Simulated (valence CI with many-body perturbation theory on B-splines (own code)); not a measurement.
Results of a calculation; reference values are marked as such.
# Bi LXI: what the settings do

Method: configuration interaction combined with many-body perturbation theory (CI+MBPT): five valence electrons over a frozen Dirac-Fock core [Ar], radial functions for each j: 6 s, 6 p, 5 d, 5 f, 1 g, with the one-electron correlation potential Σ1 (screened to all orders), the two-electron term Σ2, the three-electron term Σ3, Breit, model QED; selected single and double excitations, second order for the rest, scaled by the run's own slope (own B-spline code, finite nucleus).

No measured spectrum was set against this ion. As an estimate, large intervals hold to a few tenths of a per cent, small ones and those within an open d or f shell to about a per cent. Among the levels kept, up to 420 cm⁻¹ of a level comes from second order outside the variational space, and about a tenth of that is noise between levels of different J, which matters for small intervals. Only levels of the ground parity were solved; by the run's estimate the other parity begins above the list, which can be wrong where configurations are misplaced.

The reference run has the lowest level (3d3/2^4 3d5/2) J=5/2 and an ionisation energy of 6358.39 eV. Its largest variational space holds 9996 state functions.

Levels are named by their leading jj configuration (3d3/2^4 stands for four electrons in 3d with j = 3/2), which in mixed levels can hold well under half, so a name can repeat and another be missing. Letters in brackets count levels of one name in rising energy.

Changed runs:
A. size limit of the variational space 10000 → 3000; second order for the rest on → off
B. hole-hole ladder in Σ2 on → off
C. core polarisation of operators on → off
D. scale of Σ1 1 → -1 (bad on purpose)

Excitation energies of the reference run in cm⁻¹, and shifts in cm⁻¹:

```tsv
Level	Reference	A	B	C	D
(3d3/2^3 3d5/2^2) J=5/2 [a]	871786	+914	-5184	0	-5707
(3d3/2^3 3d5/2^2) J=7/2 [a]	975245	+1509	-4859	0	-5731
(3d3/2^3 3d5/2^2) J=11/2	982711	-341	-9163	0	-5708
(3d3/2^3 3d5/2^2) J=3/2 [a]	996805	-820	-766	0	-5782
(3d3/2^3 3d5/2^2) J=9/2	1040490	+1143	-6082	0	-5797
(3d3/2^3 3d5/2^2) J=5/2 [b]	1080340	+1790	-1559	0	-5868
(3d3/2^3 3d5/2^2) J=7/2 [b]	1119100	+1959	-2845	0	-5866
(3d3/2^3 3d5/2^2) J=1/2	1125790	-2750	+862	0	-6023
(3d3/2^3 3d5/2^2) J=3/2 [b]	1296250	-348	+8733	0	-6178
(3d3/2^2 3d5/2^3) J=5/2 [a]	1835830	-273	-6395	0	-11402
(3d3/2^2 3d5/2^3) J=11/2	1917760	+712	-12703	0	-11453
(3d3/2^2 3d5/2^3) J=7/2 [a]	1919010	+1092	-7893	0	-11487
Ionisation energy (eV)	6358.39	-0.47	-0.60	0	-4.52
```

No effect on these energies: C.
